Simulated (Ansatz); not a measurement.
One change: `[NH2][Mo](=[O])(=[O])[Cl]` becomes `[NH2][W](=[O])(=[O])[Cl]`.

Ansatz, PBE0-D4/def2-TZVP geometries, multiplicity 1. Each molecule was computed in one conformer, which needn't be the lowest.

Elements past krypton have def2 core potentials.

```
                                                                                  property  `[NH2][Mo](=[O])(=[O])[Cl]`
                                                         LUMO energy (PBE/def2-TZVPP) / eV                        -3.24
                                                      HOMO–LUMO gap (PBE0/def2-TZVPP) / eV                         6.27
ideal-gas entropy at 298 K and 1 bar (rigid rotor, harmonic PBE0-D4/def2-TZVP) / J/(mol·K)                          342
                                        size of the dipole moment (ωB97M-V/def2-TZVPP) / D                         3.83
                                                     HOMO–LUMO gap (B3LYP/def2-TZVPP) / eV                         5.81
                                                   HOMO–LUMO gap (ωB97M-V/def2-TZVPP) / eV                        10.58
```

**Question.** Give the same properties after the change, and the shifts. (Estimate.)

**Answer.** Ansatz gave: 
```tsv
property	`[NH2][W](=[O])(=[O])[Cl]`	shift
LUMO energy (PBE/def2-TZVPP) / eV	-2.72	0.52
HOMO–LUMO gap (PBE0/def2-TZVPP) / eV	6.95	0.68
ideal-gas entropy at 298 K and 1 bar (rigid rotor, harmonic PBE0-D4/def2-TZVP) / J/(mol·K)	349	7
size of the dipole moment (ωB97M-V/def2-TZVPP) / D	4.09	0.26
HOMO–LUMO gap (B3LYP/def2-TZVPP) / eV	6.47	0.66
HOMO–LUMO gap (ωB97M-V/def2-TZVPP) / eV	11.29	0.71
```

With PBE0 the HOMO falls by 0.10 eV and the LUMO rises by 0.57 eV, so the gap widens by about 0.67 eV. PBE moves the HOMO by -0.05 eV and ωB97M-V by -0.13 eV. Dipoles are sizes alone; their direction can turn.

B3LYP here is the variant with VWN-RPA as its local correlation; programs differ in this.
